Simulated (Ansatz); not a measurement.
Consider the cleavage of the B–Ge bond: `F[BH][GeH2][F]` + `O[SiH2]O` → `O[SiH2]OBF` + `[F][GeH3]`.

Calculated with Ansatz (gas phase, PBE0-D4/def2-TZVP geometries, no zero-point term in ΔE). CCSD(T)/CBS adds triple-zeta CCSD(T) − MP2 to the extrapolated MP2 energy (def2 sets, frozen cores). DFT in def2-TZVPP. HSE06 is defined as in plane-wave codes. For Ge outer-core shells are correlated without core-valence functions, which leaves a few kJ/mol of doubt a bond. Scalar relativity is left out up to krypton. One conformer a species, not always the lowest.

CCSD(T)/CBS gives -166.0 kJ/mol.

Q: Another level gave -175.8 kJ/mol. Which?
A. CAM-B3LYP-D4/def2-TZVPP
B. ωB97M-V/def2-TZVPP
C. HSE06-D4/def2-TZVPP
D. HF/def2-TZVPP

A: A. CAM-B3LYP-D4 -175.8, ωB97M-V -170.2, HF/def2-TZVPP -188.2, HSE06-D4 -162.8 kJ/mol.

Largest T1 diagnostic among the species: 0.013.

Leaving LDA and LC-ωPBE aside and taking each functional with its dispersion term where it has one, the values, not all of them listed here, spread over 25.3 kJ/mol, from BHLYP-D4 to revPBE-D4. LDA lies −11.3 kJ/mol from PBE without D4. From BLYP to BHLYP (50 % exact exchange), in def2-TZVPP and without D4, ΔE moves by −16.2 kJ/mol. At CCSD(T), def2-SVP lies −27.2 kJ/mol from the extrapolated value and def2-TZVPP −2.9 kJ/mol.
